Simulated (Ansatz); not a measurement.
# Molecular dynamics of CH10O2Si3

Input file:

```yaml
crystal:
  periodic: [false, false, false]
  atoms:
    - { symbol: Si, position_ang: [0.094295, -0.178262, -0.011509] }
    - { symbol: O, position_ang: [0.163879, -0.261275, 1.729856] }
    - { symbol: C, position_ang: [-1.073077, -0.041111, 2.411664] }
    - { symbol: H, position_ang: [-1.872997, -0.853716, 2.218992] }
    - { symbol: H, position_ang: [-0.868229, -0.045538, 3.534267] }
    - { symbol: H, position_ang: [-1.52194, 0.973059, 2.188319] }
    - { symbol: Si, position_ang: [2.263615, 0.047688, -0.538217] }
    - { symbol: H, position_ang: [2.939104, -1.212991, -0.359167] }
    - { symbol: H, position_ang: [2.453004, 0.326796, -1.996413] }
    - { symbol: H, position_ang: [2.962959, 1.026571, 0.355361] }
    - { symbol: O, position_ang: [-0.697617, 1.305107, -0.458952] }
    - { symbol: H, position_ang: [-1.677353, 1.108467, -0.648255] }
    - { symbol: Si, position_ang: [-1.251779, -1.895081, -0.908843] }
    - { symbol: H, position_ang: [-0.535372, -3.169676, -0.835909] }
    - { symbol: H, position_ang: [-2.543185, -2.1087, -0.236987] }
    - { symbol: H, position_ang: [-1.573092, -1.60345, -2.288208] }
basis:
  gaussian: { orbitals: STO-3G }
hamiltonian:
  xc: pbe
  dispersion: d4
md:
  timestep: 0.5
  n_steps: 166
  ensemble: nvt_langevin
  temperature: 50.0
  initial_velocities: maxwell_boltzmann
  seed: 696244
  friction: 0.001
```

Run as:

```bash
$ ansatz run input.yaml --threads 1 --pin off --max-ram 2048MiB --backend cpu --events-out ev --progress --plain --runs-dir out
```

It goes on from the last frame of an earlier run, with new velocities.

Output, in part (one step line in 3, the closing report, with atoms numbered from 0):

```
md step     0: t =     0.00 fs  T =    46.9 K  F+E_penalty+E_count = -28565.03607915 eV  E_kin = 0.096945 eV  (25 SCF iters)
md step     3: t =     1.50 fs  T =    60.0 K  F+E_penalty+E_count = -28565.06510158 eV  E_kin = 0.124044 eV  (22 SCF iters)
md step     6: t =     3.00 fs  T =    82.1 K  F+E_penalty+E_count = -28565.11265274 eV  E_kin = 0.169730 eV  (22 SCF iters)
md step     9: t =     4.50 fs  T =    92.0 K  F+E_penalty+E_count = -28565.13001634 eV  E_kin = 0.190182 eV  (22 SCF iters)
md step    12: t =     6.00 fs  T =    89.0 K  F+E_penalty+E_count = -28565.12475425 eV  E_kin = 0.184077 eV  (20 SCF iters)
md step    15: t =     7.50 fs  T =    82.5 K  F+E_penalty+E_count = -28565.11145382 eV  E_kin = 0.170661 eV  (21 SCF iters)
md step    18: t =     9.00 fs  T =    85.1 K  F+E_penalty+E_count = -28565.11719306 eV  E_kin = 0.176097 eV  (21 SCF iters)
md step    21: t =    10.50 fs  T =    89.0 K  F+E_penalty+E_count = -28565.12781807 eV  E_kin = 0.184159 eV  (21 SCF iters)
md step    24: t =    12.00 fs  T =    80.1 K  F+E_penalty+E_count = -28565.10964993 eV  E_kin = 0.165568 eV  (22 SCF iters)
md step    27: t =    13.50 fs  T =    67.9 K  F+E_penalty+E_count = -28565.08291235 eV  E_kin = 0.140411 eV  (22 SCF iters)
md step    30: t =    15.00 fs  T =    75.7 K  F+E_penalty+E_count = -28565.09947763 eV  E_kin = 0.156457 eV  (21 SCF iters)
md step    33: t =    16.50 fs  T =   100.0 K  F+E_penalty+E_count = -28565.15316648 eV  E_kin = 0.206743 eV  (29 SCF iters)
md step    36: t =    18.00 fs  T =   102.7 K  F+E_penalty+E_count = -28565.16435088 eV  E_kin = 0.212479 eV  (29 SCF iters)
md step    39: t =    19.50 fs  T =    82.4 K  F+E_penalty+E_count = -28565.12145157 eV  E_kin = 0.170320 eV  (22 SCF iters)
md step    42: t =    21.00 fs  T =    77.1 K  F+E_penalty+E_count = -28565.11194734 eV  E_kin = 0.159472 eV  (21 SCF iters)
md step    45: t =    22.50 fs  T =    95.1 K  F+E_penalty+E_count = -28565.15340732 eV  E_kin = 0.196741 eV  (22 SCF iters)
md step    48: t =    24.00 fs  T =    95.4 K  F+E_penalty+E_count = -28565.15188971 eV  E_kin = 0.197316 eV  (29 SCF iters)
md step    51: t =    25.50 fs  T =    63.6 K  F+E_penalty+E_count = -28565.08617632 eV  E_kin = 0.131510 eV  (21 SCF iters)
md step    54: t =    27.00 fs  T =    53.3 K  F+E_penalty+E_count = -28565.06279858 eV  E_kin = 0.110172 eV  (22 SCF iters)
md step    57: t =    28.50 fs  T =    77.6 K  F+E_penalty+E_count = -28565.11454810 eV  E_kin = 0.160486 eV  (22 SCF iters)
md step    60: t =    30.00 fs  T =    88.3 K  F+E_penalty+E_count = -28565.13408532 eV  E_kin = 0.182581 eV  (27 SCF iters)
md step    63: t =    31.50 fs  T =    70.3 K  F+E_penalty+E_count = -28565.09372954 eV  E_kin = 0.145431 eV  (22 SCF iters)
md step    66: t =    33.00 fs  T =    69.3 K  F+E_penalty+E_count = -28565.09407594 eV  E_kin = 0.143371 eV  (21 SCF iters)
md step    69: t =    34.50 fs  T =    95.7 K  F+E_penalty+E_count = -28565.15241844 eV  E_kin = 0.197967 eV  (29 SCF iters)
md step    72: t =    36.00 fs  T =   104.1 K  F+E_penalty+E_count = -28565.17113328 eV  E_kin = 0.215251 eV  (22 SCF iters)
md step    75: t =    37.50 fs  T =    88.7 K  F+E_penalty+E_count = -28565.13869587 eV  E_kin = 0.183511 eV  (22 SCF iters)
md step    78: t =    39.00 fs  T =    80.6 K  F+E_penalty+E_count = -28565.12040691 eV  E_kin = 0.166666 eV  (22 SCF iters)
md step    81: t =    40.50 fs  T =    85.8 K  F+E_penalty+E_count = -28565.13362458 eV  E_kin = 0.177427 eV  (22 SCF iters)
md step    84: t =    42.00 fs  T =    99.3 K  F+E_penalty+E_count = -28565.15821169 eV  E_kin = 0.205306 eV  (22 SCF iters)
md step    87: t =    43.50 fs  T =    98.5 K  F+E_penalty+E_count = -28565.15804777 eV  E_kin = 0.203711 eV  (28 SCF iters)
md step    90: t =    45.00 fs  T =    86.7 K  F+E_penalty+E_count = -28565.13239650 eV  E_kin = 0.179214 eV  (29 SCF iters)
md step    93: t =    46.50 fs  T =    86.3 K  F+E_penalty+E_count = -28565.13354297 eV  E_kin = 0.178579 eV  (22 SCF iters)
md step    96: t =    48.00 fs  T =    99.7 K  F+E_penalty+E_count = -28565.15920047 eV  E_kin = 0.206196 eV  (21 SCF iters)
md step    99: t =    49.50 fs  T =    99.6 K  F+E_penalty+E_count = -28565.15873618 eV  E_kin = 0.205988 eV  (23 SCF iters)
md step   102: t =    51.00 fs  T =    86.2 K  F+E_penalty+E_count = -28565.12964369 eV  E_kin = 0.178214 eV  (23 SCF iters)
md step   105: t =    52.50 fs  T =    81.5 K  F+E_penalty+E_count = -28565.11906325 eV  E_kin = 0.168625 eV  (23 SCF iters)
md step   108: t =    54.00 fs  T =    99.9 K  F+E_penalty+E_count = -28565.15404381 eV  E_kin = 0.206685 eV  (22 SCF iters)
md step   111: t =    55.50 fs  T =   117.2 K  F+E_penalty+E_count = -28565.19128552 eV  E_kin = 0.242383 eV  (21 SCF iters)
md step   114: t =    57.00 fs  T =   103.3 K  F+E_penalty+E_count = -28565.16225837 eV  E_kin = 0.213634 eV  (29 SCF iters)
md step   117: t =    58.50 fs  T =    81.5 K  F+E_penalty+E_count = -28565.11701042 eV  E_kin = 0.168597 eV  (21 SCF iters)
md step   120: t =    60.00 fs  T =    96.3 K  F+E_penalty+E_count = -28565.14982480 eV  E_kin = 0.199124 eV  (22 SCF iters)
md step   123: t =    61.50 fs  T =   112.3 K  F+E_penalty+E_count = -28565.18377874 eV  E_kin = 0.232166 eV  (21 SCF iters)
md step   126: t =    63.00 fs  T =    90.3 K  F+E_penalty+E_count = -28565.13782796 eV  E_kin = 0.186763 eV  (20 SCF iters)
md step   129: t =    64.50 fs  T =    76.7 K  F+E_penalty+E_count = -28565.10952606 eV  E_kin = 0.158635 eV  (21 SCF iters)
md step   132: t =    66.00 fs  T =   101.9 K  F+E_penalty+E_count = -28565.16439138 eV  E_kin = 0.210731 eV  (21 SCF iters)
md step   135: t =    67.50 fs  T =   121.7 K  F+E_penalty+E_count = -28565.20741659 eV  E_kin = 0.251606 eV  (23 SCF iters)
md step   138: t =    69.00 fs  T =   114.3 K  F+E_penalty+E_count = -28565.19298890 eV  E_kin = 0.236298 eV  (22 SCF iters)
md step   141: t =    70.50 fs  T =   109.8 K  F+E_penalty+E_count = -28565.18625934 eV  E_kin = 0.227168 eV  (22 SCF iters)
md step   144: t =    72.00 fs  T =   117.6 K  F+E_penalty+E_count = -28565.20668834 eV  E_kin = 0.243262 eV  (21 SCF iters)
md step   147: t =    73.50 fs  T =   123.0 K  F+E_penalty+E_count = -28565.21837887 eV  E_kin = 0.254437 eV  (22 SCF iters)
md step   150: t =    75.00 fs  T =   117.5 K  F+E_penalty+E_count = -28565.20685932 eV  E_kin = 0.243033 eV  (22 SCF iters)
md step   153: t =    76.50 fs  T =    99.9 K  F+E_penalty+E_count = -28565.17335744 eV  E_kin = 0.206612 eV  (23 SCF iters)
md step   156: t =    78.00 fs  T =    92.4 K  F+E_penalty+E_count = -28565.15731215 eV  E_kin = 0.191092 eV  (26 SCF iters)
md step   159: t =    79.50 fs  T =   102.8 K  F+E_penalty+E_count = -28565.18218752 eV  E_kin = 0.212569 eV  (22 SCF iters)
md step   162: t =    81.00 fs  T =   116.1 K  F+E_penalty+E_count = -28565.21000789 eV  E_kin = 0.240178 eV  (21 SCF iters)
md step   165: t =    82.50 fs  T =   109.9 K  F+E_penalty+E_count = -28565.19854548 eV  E_kin = 0.227256 eV  (23 SCF iters)
md step   166: t =    83.00 fs  T =   106.8 K  F+E_penalty+E_count = -28565.19328829 eV  E_kin = 0.220907 eV  (27 SCF iters)
Total energy: -28565.19331772 eV, -1049.7514922427 hartree
Atom 0 at     0.024401    -0.137646     0.028473 Å, force     0.123380     0.649572    -0.528540 eV/Å
Atom 1 at     0.193870    -0.235201     1.763183 Å, force    -0.344049    -0.035261     0.460725 eV/Å
Atom 2 at    -1.134651    -0.197812     2.411007 Å, force    -0.149390    -0.203406    -0.505569 eV/Å
Atom 3 at    -1.811349    -1.068032     2.127464 Å, force     0.295013     0.537288     0.032940 eV/Å
Atom 4 at    -0.997168    -0.252251     3.505023 Å, force     0.259954    -0.099244     0.381199 eV/Å
Atom 5 at    -1.683687     0.764203     2.224527 Å, force    -0.097760    -0.188115    -0.117097 eV/Å
Atom 6 at     2.224636    -0.080474    -0.662266 Å, force    -0.796645    -1.047530     0.337162 eV/Å
Atom 7 at     2.838043    -1.420988    -0.817868 Å, force    -0.343907     0.549631     0.067873 eV/Å
Atom 8 at     2.353010     0.628327    -1.888501 Å, force     0.037032     0.303199    -0.840383 eV/Å
Atom 9 at     2.979539     0.657535     0.291789 Å, force     0.517311     0.329675     0.616610 eV/Å
Atom 10 at    -0.642842     1.439420    -0.418378 Å, force     1.484584    -0.321350    -0.068944 eV/Å
Atom 11 at    -1.651932     1.410457    -0.304639 Å, force    -0.838882    -0.501778     0.241005 eV/Å
Atom 12 at    -1.225756    -1.865657    -0.788893 Å, force    -0.007050     0.306888    -0.556453 eV/Å
Atom 13 at    -0.806843    -3.175249    -0.335408 Å, force     0.189412    -0.164448    -0.026602 eV/Å
Atom 14 at    -2.603115    -1.725588    -0.386204 Å, force    -0.385121     0.041438     0.069572 eV/Å
Atom 15 at    -1.219744    -1.813484    -2.262604 Å, force     0.056117    -0.156558     0.436503 eV/Å
Dipole moment:    -0.312014    -0.126605    -0.043138 e Å
```

All steps were run. The mean temperature of the second half is 103 % above the set value. A run of 0.083 ps of so small a system gives no equilibrium averages. Limits of this set-up: minimal basis.

The same pairs are bonded in the first frame and the last. Pairs count as bonded within 1.25 times the sum of covalent radii (0.12 Å more for H–H).

Last frame:

```xyz
16
Properties=species:S:1:pos:R:3
Si 0.024 -0.138 0.029
O 0.194 -0.235 1.763
C -1.135 -0.198 2.411
H -1.811 -1.068 2.127
H -0.997 -0.252 3.505
H -1.684 0.764 2.224
Si 2.225 -0.081 -0.662
H 2.838 -1.421 -0.818
H 2.353 0.628 -1.889
H 2.979 0.657 0.292
O -0.643 1.439 -0.418
H -1.652 1.411 -0.305
Si -1.226 -1.866 -0.789
H -0.807 -3.175 -0.335
H -2.603 -1.726 -0.386
H -1.220 -1.813 -2.263
```

Run time: 10 min on 1 thread of Arm Neoverse V2, with other jobs on the host, peak memory 0.082 GiB.
